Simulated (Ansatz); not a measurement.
A relaxation, step by step

CH4BrF (SMILES Br.CF), closed shell, PBE0-D4/def2-TZVP (Ansatz 0.2.0). Settings:

```yaml
hamiltonian: {xc: pbe0, dispersion: d4}
relax: {f_tol: 0.005, max_steps: 200}
```

Start (the SMILES describes the start alone):

Br1  (-0.460, 1.088, -2.415)
H2  (-1.109, -0.160, -2.710)
C3  (0.308, -0.168, 0.987)
F4  (0.466, -0.736, 2.233)
H5  (-0.737, 0.187, 0.850)
H6  (0.537, -0.911, 0.190)
H7  (0.995, 0.699, 0.865)
(Å)

| step | energy less the last (meV) | largest force component (eV/Å) |
| --- | --- | --- |
| 1 | 30.6 | 0.719 |
| 2 | 3.1 | 0.321 |
| 3 | 0.7 | 0.082 |
| 4 | 0.5 | 0.038 |
| 5 | 0.4 | 0.021 |
| 6 | 0.3 | 0.032 |
| 7 | 0.2 | 0.035 |
| 8 | 0.1 | 0.025 |
| 9 | 0.0 | 0.007 |
| 10 | 0.0 | 0.003 |
| 11 | 0.0 | 0.002 |
| 12 | 0.0 | 0.002 |
| 13 | 0.0 | 0.011 |
| 14 | 0.0 | 0.008 |
| 15 | 0.0 | 0.005 |

Step 6, positions (Å) and forces (eV/Å):

```
atom       x       y       z      Fx      Fy      Fz
 Br1  -0.468   1.075  -2.464  -0.010  -0.020  -0.005
  H2  -1.147  -0.120  -2.826   0.010   0.020   0.004
  C3   0.315  -0.167   1.003   0.005  -0.015   0.032
  F4   0.488  -0.721   2.253  -0.003   0.014  -0.027
  H5  -0.721   0.163   0.897   0.005  -0.001  -0.003
  H6   0.545  -0.918   0.244  -0.002   0.006   0.001
  H7   0.988   0.687   0.893  -0.005  -0.004  -0.002
```

Step 10, positions (Å) and forces (eV/Å):

```json
{"atom": "Br1", "x": "-0.435", "y": "1.059", "z": "-2.458", "Fx": "-0.001", "Fy": "-0.002", "Fz": "-0.001"}
{"atom": "H2", "x": "-1.182", "y": "-0.071", "z": "-2.888", "Fx": "0.001", "Fy": "0.002", "Fz": "0.001"}
{"atom": "C3", "x": "0.314", "y": "-0.176", "z": "1.014", "Fx": "0.001", "Fy": "0.003", "Fz": "-0.003"}
{"atom": "F4", "x": "0.521", "y": "-0.679", "z": "2.279", "Fx": "0.000", "Fy": "0.000", "Fz": "0.000"}
{"atom": "H5", "x": "-0.732", "y": "0.122", "z": "0.913", "Fx": "0.001", "Fy": "-0.001", "Fz": "0.001"}
{"atom": "H6", "x": "0.553", "y": "-0.946", "z": "0.277", "Fx": "0.000", "Fy": "0.001", "Fz": "0.001"}
{"atom": "H7", "x": "0.961", "y": "0.691", "z": "0.863", "Fx": "-0.002", "Fy": "-0.003", "Fz": "0.001"}
```

Step 11, positions (Å) and forces (eV/Å):

| atom | x | y | z | Fx | Fy | Fz |
| --- | --- | --- | --- | --- | --- | --- |
| Br1 | -0.432 | 1.057 | -2.458 | -0.001 | -0.002 | -0.001 |
| H2 | -1.186 | -0.067 | -2.890 | 0.001 | 0.002 | 0.001 |
| C3 | 0.314 | -0.176 | 1.014 | 0.000 | 0.001 | -0.002 |
| F4 | 0.523 | -0.676 | 2.281 | 0.000 | 0.000 | 0.000 |
| H5 | -0.733 | 0.118 | 0.913 | 0.001 | 0.000 | 0.001 |
| H6 | 0.555 | -0.948 | 0.280 | 0.000 | 0.001 | 0.001 |
| H7 | 0.958 | 0.692 | 0.861 | -0.001 | -0.001 | 0.001 |

Last step (15):

```
7
angstrom
Br -0.4123 1.0449 -2.4686
H -1.2103 -0.0562 -2.8813
C 0.3153 -0.1760 1.0145
F 0.5168 -0.6788 2.2809
H -0.7330 0.1093 0.9041
H 0.5707 -0.9422 0.2795
H 0.9528 0.6991 0.8707
```

Hardware: 4 CPU threads of an Intel Xeon Platinum 8488C, shared host. Wall time about 14 s.
